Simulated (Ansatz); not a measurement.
Start from `[F][Al]([O][SiH3])[O][SiH3]` and change one atom or group to get `C[O][Al]([F])[O][SiH3]`.

Ansatz, PBE0-D4/def2-TZVP geometries, multiplicity 1. Each molecule was computed in one conformer, which needn't be the lowest.

```json
{"property": "LUMO energy (PBE0/def2-TZVPP) / eV", "`[F][Al]([O][SiH3])[O][SiH3]`": "-1.07"}
{"property": "size of the dipole moment (ωB97M-V/def2-TZVPP) / D", "`[F][Al]([O][SiH3])[O][SiH3]`": "0.97"}
{"property": "HOMO–LUMO gap (ωB97M-V/def2-TZVPP) / eV", "`[F][Al]([O][SiH3])[O][SiH3]`": "11.67"}
{"property": "LUMO energy (ωB97M-V/def2-TZVPP) / eV", "`[F][Al]([O][SiH3])[O][SiH3]`": "0.52"}
{"property": "HOMO energy (PBE/def2-TZVPP) / eV", "`[F][Al]([O][SiH3])[O][SiH3]`": "-7.38"}
{"property": "HOMO–LUMO gap (PBE0/def2-TZVPP) / eV", "`[F][Al]([O][SiH3])[O][SiH3]`": "7.78"}
```

(1) What does the change do to each property? (Best estimate.)

## Answers

(1) Ansatz gave: 
| property | `C[O][Al]([F])[O][SiH3]` | shift |
| --- | --- | --- |
| LUMO energy (PBE0/def2-TZVPP) / eV | -0.84 | 0.23 |
| size of the dipole moment (ωB97M-V/def2-TZVPP) / D | 2.01 | 1.04 |
| HOMO–LUMO gap (ωB97M-V/def2-TZVPP) / eV | 11.64 | -0.03 |
| LUMO energy (ωB97M-V/def2-TZVPP) / eV | 0.76 | 0.24 |
| HOMO energy (PBE/def2-TZVPP) / eV | -6.93 | 0.45 |
| HOMO–LUMO gap (PBE0/def2-TZVPP) / eV | 7.63 | -0.15 |

With PBE0 the HOMO rises by 0.37 eV and the LUMO rises by 0.23 eV, so the gap narrows by about 0.14 eV. PBE moves the HOMO by 0.45 eV and ωB97M-V by 0.26 eV. Dipoles are sizes alone; their direction can turn.

Positive LUMOs are unbound, so they and the gaps depend on the basis.
